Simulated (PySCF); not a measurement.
Dipole response of Co²⁺ (cobalt, charge +2)

[Ar] 3d7, high-spin 4F determinant. Computed with PySCF 2.14 in aug-cc-pwCVTZ-DK with one added diffuse shell each of s, p, d, f, g type (11s10p8d5f4g, 152 functions), with scalar relativity by spin-free X2C-1e. Coupled (time-dependent) response in atomic units; α is the mean over directions.

```tsv
method	mean α (bohr³)	C₆ (like pair)	S(−4)
PW91	3.785	10.87	8.362
```

S(−4) is the Cauchy moment in α(ω) = α(0) + S(−4) ω² + …

α(iu) at PW91:

```csv
u (hartree),α(iu) (bohr³)
0,3.785
0.0500,3.765
0.100,3.705
0.200,3.496
0.300,3.227
0.500,2.696
0.750,2.184
1.00,1.816
1.50,1.327
2.00,1.018
3.00,0.6563
5.00,0.3395
```

A single London oscillator, α(iu) = α/(1 + u²/ω²), gives C₆ = (3/4) ω α². Matching the computed C₆ needs ω = 4 × 10.87 / (3 × 3.785²) = 1.01 hartree.

For an ion, C₆ is the dispersion term alone; charge-induced terms of lower order in 1/R come first.
